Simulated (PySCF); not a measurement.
BeH2. Atoms are numbered in the order given.

```xyz
3

Be     0.0000     0.0000     0.0000
H      0.0000     0.0000    -1.3413
H      0.0000     0.0000     1.3413
```
Charge 0, spin multiplicity 1.

Geometry optimised at PBE-D3(BJ)/def2-TZVPD. The isomer is the one that the SMILES or the coordinates give; other isomers of the formula were not compared.

These are PBE-D3(BJ)/def2-TZVPD (PySCF) values and carry that method's errors.

Harmonic, unscaled wavenumbers; measured fundamentals usually lie a few per cent lower.

Modes within 1.5 cm⁻¹ of each other (mostly degenerate sets) share a row, with their intensities summed.

```csv
mode,ν (cm⁻¹),IR (km/mol),moving atoms (share of kinetic energy)
1–2,708,601.0,"H 82 %, Be 18 %"
3,1977,0.0,H 100 %
4,2195,219.7,"H 82 %, Be 18 %"
```
